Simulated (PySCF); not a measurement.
H3O3Pt, neutral, multiplicity 4. Atoms are numbered in the order given.

```xyz
7

Pt     0.0103    -0.1176     0.0000
O     -0.0255    -0.3723     1.8977
H     -0.1529    -1.2768     2.2229
O      0.0918     1.9270     0.0000
H     -0.8234     2.2635     0.0000
O     -0.0255    -0.3723    -1.8977
H     -0.1529    -1.2768    -2.2229
```
Charge 0, spin multiplicity 4.

Geometry optimised at B3LYP-D3(BJ)/def2-SVP. The multiplicity is an assumed one; other spin states were not compared. The def2 effective core potentials stand for the cores of Pt; spin–orbit coupling is left out. Other conformers were not sampled.

Level of theory: B3LYP-D3(BJ)/def2-SVP (PySCF 2.14.0).

Frequencies are harmonic and unscaled.

```csv
mode,ν (cm⁻¹),IR (km/mol),moving atoms (share of kinetic energy)
1,140,26.0,"O 51 %, H 33 %, Pt 16 %"
2,148,1.0,"O 80 %, H 15 %"
3,182,2.8,"O 77 %, Pt 13 %, H 11 %"
4,287,34.6,"H 89 %, O 11 %"
5,335,159.9,"H 62 %, O 36 %"
6,393,37.7,"H 88 %, O 12 %"
7,484,24.5,O 90 %
8,621,6.6,O 96 %
9,658,122.0,"O 84 %, Pt 14 %"
10,717,269.5,H 93 %
11,741,26.4,H 91 %
12,785,79.9,H 94 %
13,3721,94.2,H 94 %
14,3797,206.1,H 94 %
15,3802,144.8,H 94 %
```
